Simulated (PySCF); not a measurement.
Compound: C8H7F3O.
Numbering: `[OH:1][c:2]1[cH:3][cH:4][c:5]([CH2:6][C:7]([F:8])([F:9])[F:10])[cH:11][cH:12]1` (hydrogens: H13 on O1; H14 on C3; H15 on C4; H16, H17 on C6; H18 on C11; H19 on C12)

Method: PBE0-D3(BJ)/def2-SVP geometry optimisation, gas phase in PySCF; density fitting, grid level 1; the optimiser is geomeTRIC in internal coordinates, started from a GFN2-xTB structure with every atom displaced at random (about 0.01 Å).

Step 0: E = -18575.0746 eV
```
atom  x, y, z in Å  |  force x, y, z in eV/Å
O1      3.5199    0.6174   -0.3618   -2.564   2.865   0.486
C2      2.1895    0.4422   -0.0498    1.292   0.426  -0.282
C3      1.6431   -0.8239    0.1465    2.541   0.261  -0.498
C4      0.3620   -0.9675    0.4772   -3.494  -0.806   0.679
C5     -0.4969    0.1327    0.6027   -0.248   0.203   0.552
C6     -1.9613   -0.0275    0.9285    0.513   0.120  -0.712
C7     -2.7403   -0.2526   -0.3464   -0.850   0.101  -0.036
F8     -4.0493   -0.3939   -0.1067   -0.231  -0.085   0.345
F9     -2.6427    0.7790   -1.1841    0.375   0.150  -0.142
F10    -2.3681   -1.3529   -1.0000    0.368  -0.065  -0.002
C11     0.0323    1.4021    0.4147    0.450  -0.035  -0.218
C12     1.3784    1.5636    0.0875   -0.290  -0.632   0.039
H13     3.9285   -0.1944   -0.4385    1.371  -2.878  -0.247
H14     2.2783   -1.6911    0.0613    0.377  -0.473  -0.088
H15    -0.0796   -1.9706    0.6313    0.323   0.331  -0.061
H16    -2.3647    0.8699    1.4245   -0.010  -0.137  -0.077
H17    -2.1240   -0.8911    1.5663   -0.169  -0.337   0.317
H18    -0.5996    2.2818    0.5032   -0.143   0.162   0.040
H19     1.7946    2.5325   -0.0783    0.388   0.827  -0.095
```

Step 1: E = -18575.2955 eV
```
atom  x, y, z in Å  |  force x, y, z in eV/Å
O1      3.4879    0.6460   -0.4228    0.800  -1.099  -0.099
C2      2.2164    0.4484   -0.0412   -0.240   0.070  -0.074
C3      1.6858   -0.8206    0.1811   -0.618  -0.175   0.176
C4      0.3297   -0.9695    0.5162    0.773   0.108  -0.107
C5     -0.5003    0.1411    0.6446   -0.118  -0.017  -0.108
C6     -1.9696   -0.0325    0.8952   -0.153  -0.029   0.132
C7     -2.7755   -0.2498   -0.3697    0.451  -0.024   0.105
F8     -4.0725   -0.3982   -0.0876   -0.004   0.030  -0.119
F9     -2.6445    0.7776   -1.2145   -0.164  -0.035   0.014
F10    -2.3679   -1.3500   -1.0163   -0.154   0.027  -0.013
C11     0.0549    1.4105    0.4366   -0.071   0.034   0.045
C12     1.3923    1.5705    0.1086    0.080   0.150  -0.032
H13     3.9217   -0.2370   -0.5206   -0.456   1.127   0.117
H14     2.3194   -1.7069    0.0859    0.031  -0.011  -0.017
H15    -0.0551   -1.9752    0.6766   -0.133  -0.101   0.003
H16    -2.3997    0.8492    1.3940    0.008  -0.016   0.008
H17    -2.1650   -0.9049    1.5408    0.005   0.084  -0.033
H18    -0.5830    2.2945    0.5294    0.028  -0.015  -0.011
H19     1.8250    2.5626   -0.0580   -0.063  -0.108   0.015
```

Q: Estimate the geometry and energy of step 2. (The exact step hangs on the optimiser's Hessian estimate; all steps are aligned on step 1, rigid shifts and turns removed.)

A: E = -18575.3248 eV, largest force 0.397 eV/Å
```
atom  x, y, z in Å  |  force x, y, z in eV/Å
O1      3.5146    0.6616   -0.3744    0.119  -0.378  -0.017
C2      2.2237    0.4424   -0.0502   -0.065   0.131   0.051
C3      1.6903   -0.8306    0.1653   -0.114  -0.034   0.020
C4      0.3412   -0.9792    0.4914    0.143  -0.094   0.002
C5     -0.5014    0.1249    0.6227    0.055   0.127  -0.067
C6     -1.9683   -0.0336    0.9007   -0.006  -0.086  -0.030
C7     -2.7886   -0.2424   -0.3539    0.004  -0.033  -0.086
F8     -4.0852   -0.3697   -0.0619   -0.139  -0.021   0.098
F9     -2.6772    0.7831   -1.2023    0.084   0.033   0.005
F10    -2.4251   -1.3489   -1.0136    0.062   0.036   0.049
C11     0.0503    1.3953    0.4099   -0.029  -0.013   0.022
C12     1.3890    1.5596    0.0854    0.071   0.001  -0.033
H13     3.9757   -0.1886   -0.4481   -0.167   0.308   0.034
H14     2.3290   -1.7151    0.0776    0.001   0.009  -0.009
H15    -0.0519   -1.9874    0.6465   -0.030   0.011  -0.005
H16    -2.3804    0.8535    1.4041    0.014  -0.005  -0.015
H17    -2.1637   -0.8988    1.5517   -0.005   0.000  -0.008
H18    -0.5876    2.2783    0.5017    0.007   0.008  -0.009
H19     1.8156    2.5516   -0.0745   -0.005  -0.002  -0.002
```

The energy changes by -0.0293 eV. The first-order estimate −F·Δx gives -0.0548 eV and the mean of the old and new forces, exact on a quadratic surface, -0.0279 eV. The step makes an angle of 81° with the force vector and moves no atom by more than 0.103 Å.

What follows is the cost of the whole optimisation. Time: 2.6 min wall, 6.0 min CPU; peak memory 1.0 GiB. Hardware: an Intel Xeon at 2.70 GHz with 2 threads (shared host).
